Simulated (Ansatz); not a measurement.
Basis-set extrapolation for `COCCOCCOC` (PBE0-D4/def2-TZVP geometry, frozen core, the Gaussian-basis code of Ansatz). Multiplicity 1, RHF reference.

```
                      def2-TZVPP   def2-QZVPP
                 HF  -460.076905  -460.098572
    MP2 correlation    -1.746587    -1.869394
CCSD(T) correlation    -1.887186      not run
```

Energies in hartree. Use E(X) = E(∞) + A·exp(−7.88·√X) for Hartree–Fock and E(X) = E(∞) + B·X^(−2.97) for correlation, with X = 3 and 4, and add CCSD(T) minus MP2 of the smaller set to the MP2 limit.

**Question.** What is the CCSD(T) energy at the basis-set limit?

**Answer.** HF limit: -460.098572 + (-0.021667) × 0.13774 = -460.10156. MP2 limit: -1.869394 + (-0.122807) × 0.74074 = -1.96036. Higher-order term: -1.887186 − (-1.746587) = -0.14060. Total: -462.20252 hartree, 626.0 kJ/mol below CCSD(T)/def2-TZVPP.
